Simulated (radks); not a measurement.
Task: Radial electron density D(r) = 4 pi r^2 rho(r) of an atom or ion with 58 electrons. Method: scalar-relativistic Kohn-Sham, r2SCAN, spin-unpolarised, spherical densities, finite nucleus; meta-GGA in the generalised Kohn-Sham scheme; Fermi nuclear charge, rms radius of each element as measured or else 0.836 A^(1/3) + 0.57 fm; computed with a radial shooting solver on a logarithmic mesh with Libxc functionals.

| r (bohr) | D(r) (e/bohr) |
|---|---|
| 0.001154 | 3.772 |
| 0.001343 | 4.853 |
| 0.001564 | 6.221 |
| 0.001821 | 7.940 |
| 0.002119 | 10.08 |
| 0.002467 | 12.73 |
| 0.002872 | 15.96 |
| 0.003344 | 19.86 |
| 0.003893 | 24.49 |
| 0.004532 | 29.87 |
| 0.005276 | 35.99 |
| 0.006142 | 42.75 |
| 0.00715 | 49.95 |
| 0.008324 | 57.27 |
| 0.009691 | 64.24 |
| 0.01128 | 70.32 |
| 0.01313 | 74.90 |
| 0.01529 | 77.44 |
| 0.0178 | 77.70 |
| 0.02072 | 75.84 |
| 0.02412 | 72.66 |
| 0.02808 | 69.57 |
| 0.03269 | 68.34 |
| 0.03806 | 70.58 |
| 0.04431 | 76.91 |
| 0.05158 | 86.31 |
| 0.06005 | 95.92 |
| 0.06991 | 101.9 |
| 0.08138 | 101.2 |
| 0.09474 | 93.73 |
| 0.1103 | 83.30 |
| 0.1284 | 75.97 |
| 0.1495 | 76.19 |
| 0.174 | 82.81 |
| 0.2026 | 88.56 |
| 0.2358 | 85.17 |
| 0.2746 | 70.38 |
| 0.3196 | 50.64 |
| 0.3721 | 36.22 |
| 0.4332 | 32.65 |
| 0.5043 | 36.40 |
| 0.5871 | 38.95 |
| 0.6835 | 35.18 |
| 0.7957 | 26.65 |
| 0.9263 | 18.05 |
| 1.078 | 12.43 |
| 1.255 | 9.634 |
| 1.461 | 7.927 |
| 1.701 | 6.093 |
| 1.981 | 4.102 |
| 2.306 | 2.467 |
| 2.684 | 1.490 |
| 3.125 | 1.053 |
| 3.638 | 0.8367 |
| 4.235 | 0.6204 |
| 4.93 | 0.3804 |
| 5.74 | 0.1818 |
| 6.682 | 0.06504 |
| 7.779 | 0.01686 |
| 9.056 | 0.003070 |
| 10.54 | 0.0003799 |

What is the nuclear charge?

Result: Z = 59. The innermost maximum, from 1s, lies near gamma/Z bohr with gamma = sqrt(1 - (Z/c)^2) = 0.903, here 0.0153 bohr (found: 0.0168), and its height grows with Z. The density is that of the praseodymium ion Pr+ in [Kr] 4d10 4f3 5s2 5p5 6s2; the configuration itself is not fixed sharply by these data, and Z only to a few units. D(r) has 4 maxima, at r = 0.0168, 0.0745, 0.209, 0.582 bohr, and minima at 0.0322, 0.138, 0.423 bohr, inside which lie 1.95, 11.17, 29.05 electrons.
